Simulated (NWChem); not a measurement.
## Br2Hg in NWChem

SMILES: [Br][Hg][Br]
```xyz
3

Hg     0.0000     0.0000     0.0000
Br     0.0000     0.0000    -2.4136
Br     0.0000     0.0000     2.4136
```
Charge 0, spin multiplicity 1.

All runs are NWChem calculations. The geometry was optimised at PBE0/def2-SVP with def2 effective core potentials on Hg, a minimum by its harmonic frequencies.

Symmetry labels belong to the abelian group D2h used in the runs, with the axes of the coordinates shown; states degenerate in a higher group split over its labels.

Effective core potentials replace the inner electrons of Hg; spin-orbit coupling is left out. The structure started from a generated list of species.

### Question
List the lowest 5 singlet excitations that CIS/def2-SVP with def2 effective core potentials on Hg gives, with oscillator strengths.

### Answer
```
state  symmetry  energy (eV)  wavelength (nm)      f
-----  --------  -----------  ---------------  -----
1           b3g         5.81              213  0.000
2           b2g         5.81              213  0.000
3           b2u         6.43              193  0.036
4           b3u         6.43              193  0.036
5           b1u         7.40              168  0.329
```
